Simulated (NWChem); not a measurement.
Molecule: CdNH₂Br; SMILES [Br][Cd][NH2]

```xyz
5

Cd    -0.0071    -0.7125    -0.0133
Br     0.0036     1.6998     0.0119
N      0.0261    -2.7177     0.1242
H      0.8309    -3.1218    -0.3548
H     -0.7973    -3.1496    -0.2951
```
Atoms are numbered in this order, from 1.

Computed with NWChem. Coordinates come from a PBE0/def2-SVP optimisation. No frequency run checked for a minimum. def2 effective core potentials on Cd; no spin-orbit coupling. Ions are spin-unrestricted doublets at the neutral geometry; other ion states weren't tried.

For level PBE/def2-SVP:

```
Item                                   Result
-------------------------------------  ------
vertical ionisation energy, ΔSCF (eV)    8.95
−ε(HOMO) (eV)                            5.70
```

Question: How do the values read with level PBE0/def2-SVP instead?

Answer: vertical ionisation energy, ΔSCF (eV): 9.21
−ε(HOMO) (eV): 7.05
